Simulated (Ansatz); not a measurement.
Program: Ansatz. Geometries: PBE0-D4/def2-TZVP. ΔE: electronic, gas phase. CCSD(T)/CBS is the MP2 limit (def2-TZVPP, def2-QZVPP) plus CCSD(T) − MP2 in def2-TZVPP, frozen cores. This one scheme is used for every species, atoms too. Functionals use def2-TZVPP. B3LYP here is the variant with VWN-RPA as its local correlation; programs differ in this. No spin–orbit coupling; open shells (•) take unrestricted orbitals. Spin–orbit coupling would lower the free atoms: a little for B, C, O. One conformer a species, not always the lowest.

Reaction (atomization): `BOCO` → B• + C• + 5 H• + 2 O•

`BOCO`:

Z-matrix (Å, degrees):
```
C
O 1 1.416
O 1 1.382 2 111.0
H 1 1.096 2 106.2 3 -122.2
H 1 1.093 2 110.1 3 118.1
B 2 1.344 1 121.5 3 -104.2
H 3 0.962 1 108.8 2 -65.4
H 6 1.202 2 120.0 1 -2.9
H 6 1.196 2 117.0 1 177.8
```

What is ΔE at CCSD(T)/CBS? (An estimate is asked.)

Computed: +3444.0 kJ/mol.

What do these levels give: LDA (SPW92), B2PLYP, PBE0, B3LYP, BHLYP, HF/CBS(def2)? (Best estimate.)

Ansatz gave: LDA (SPW92) 3983.6, B2PLYP 3420.0, PBE0 3433.2, B3LYP 3431.3, BHLYP 3318.1, HF/CBS(def2) 2502.0 kJ/mol.

Largest T1 diagnostic among the species: 0.014.

In def2-TZVPP, CCSD(T) changes the Hartree–Fock value by +861.8 kJ/mol (the triples alone add +50.1 kJ/mol) and MP2 by +936.7 kJ/mol; breaking electron pairs costs correlation energy, which Hartree–Fock lacks. At CCSD(T), def2-SVP lies −165.8 kJ/mol from the extrapolated value and def2-TZVPP −85.5 kJ/mol: correlation converges slowly with the basis, and small sets miss more of it in the bonded molecule than in its fragments. Leaving LDA and LC-ωPBE aside and taking each functional with its dispersion term where it has one, the values, not all of them listed here, spread over 192.2 kJ/mol, from BHLYP-D4 to PBE-D4. LDA lies +472.5 kJ/mol from PBE without D4, its usual overbinding.

For atomizations the MP2-based limit and the directly extrapolated one differ by several kJ/mol either way, and by 10 to 25 for some Ge, Se and Sn compounds, so smaller differences from it don't rank the levels.
